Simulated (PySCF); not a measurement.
# Ionisation energy along the 6-electron series

Calculated with PySCF 2.14 and a two-component X2C-1e Hamiltonian (Gaussian nucleus, no Breit or QED terms), each ion in its own even-tempered basis scaled to its charge; GMP2 freezes nothing and drops the highest virtual spinors. Values in eV. NIST values: (m) measured, (s) semi-empirical, (t) theoretical.

```csv
ion,configuration,GHF (spin-free),GMP2 (spin-free),GHF (screened spin-orbit),GMP2 (screened spin-orbit),NIST
Rh³⁹⁺,[He] 2s2 2p2,5865.3,5864.9,5953.2,5955.5,5940 ± 7 (s)
Ag⁴¹⁺,[He] 2s2 2p2,6456.7,6456.3,6566.6,6568.9,6551 ± 7 (s)
```

Fill in the row of Pd⁴⁰⁺.

configuration: [He] 2s2 2p2; GHF (spin-free): 6157.3; GMP2 (spin-free): 6156.9; GHF (screened spin-orbit): 6255.8; GMP2 (screened spin-orbit): 6258.1; NIST: 6242 ± 7 (s).
